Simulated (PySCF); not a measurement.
C5H15NSi2.
Bonds: C1–C2, C2–C3, C3–N4, N4–Si5, Si5–C6, C6–C7, C7–Si8, N4–Si8. Hydrogens: H9, H10, H11 on C1; H12, H13 on C2; H14, H15 on C3; H16, H17 on Si5; H18, H19 on C6; H20, H21 on C7; H22, H23 on Si8.

Definitions: NICS(0) = −σiso at the ring centroid; NICS(1) = −σiso and NICS(1)zz = −σzz at ±1 Å along the ring normal z. Level: GIAO B97-2/pcSseg-1 (PySCF, non-relativistic, gas phase) on the PBE0-D3(BJ)/def2-SVP geometry, one conformer.

Ring bond lengths (Å): N4–Si5 1.749, Si5–C6 1.890, C6–C7 1.542, C7–Si8 1.892, Si8–N4 1.749.

**Question.** Give the NICS values of each ring in ppm.

**Answer.** 
```json
{"ring": "N4–Si5–C6–C7–Si8", "type": "5-membered ring with N and 2 Si; formal bonds all single", "NICS(0)": "-5.2", "NICS(1), two faces": "-3.0 / -2.9", "NICS(1)zz, two faces": "0.3 / -0.2", "rms pucker (Å)": "0.17", "centre to ring atoms, mean (Å)": "1.48"}
```

**Question.** What can be read from them?

**Answer.** 
- N4–Si5–C6–C7–Si8: mean NICS(1)zz 0.1 ppm, near zero. Si5, C6, C7, Si8 have four or more neighbours, and the NICS criterion for π rings isn't applied.

**Question.** At the first NICS(1) probe listed for ring N4–Si5–C6–C7–Si8, 1 Å off the ring, what do the in-plane components average?

**Answer.** The isotropic value is a third of the trace: (3 × -3.0 − (0.3))/2 = -4.7 ppm.

**Question.** List the ring angles.

**Answer.** 
- N4–Si5–C6–C7–Si8: N4 113.1°, Si5 99.6°, C6 107.5°, C7 107.9°, Si8 99.8°; sum 527.8° against 540° for a flat convex ring.

**Question.** How shielded are the nuclei of the rings and their hydrogens (means over atoms taken as equivalent)?

**Answer.** 
| atoms | environment | σ isotropic (ppm) | principal values of the symmetric part, first atom (ppm) |
| --- | --- | --- | --- |
| N4 | nitrogen bridging silicon atoms | 236.8 | 201.9, 228.0, 280.5 |
| Si5 (×2) | SiH2 silicon | 376.1 | 320.0, 365.7, 439.1 |
| C6 (×2) | sp3 carbon bound to silicon | 175.9 | 163.7, 173.8, 190.3 |
| H16 (×4) | Si–H hydrogen | 26.67 | 22.6, 25.1, 32.0 |
| H18 (×4) | methylene hydrogen | 30.31 | 26.2, 27.6, 37.2 |

**Question.** How do the values depend on the level or the medium?

**Answer.** 
```tsv
level	NICS(0), N4–Si5–C6–C7–Si8	mean NICS(1)zz, N4–Si5–C6–C7–Si8
B97-2/pcSseg-1, gas	-5.2	0.1
PBE0/pcSseg-1, gas	-5.3	0.0
PBE0/pcSseg-1, IEF-PCM chloroform	-5.3	0.0
PBE0/pcSseg-1, IEF-PCM tetrahydrofuran	-5.3	0.0
```

The geometry is the same throughout; the continuum's cavity takes Bondi-type radii × 1.2.
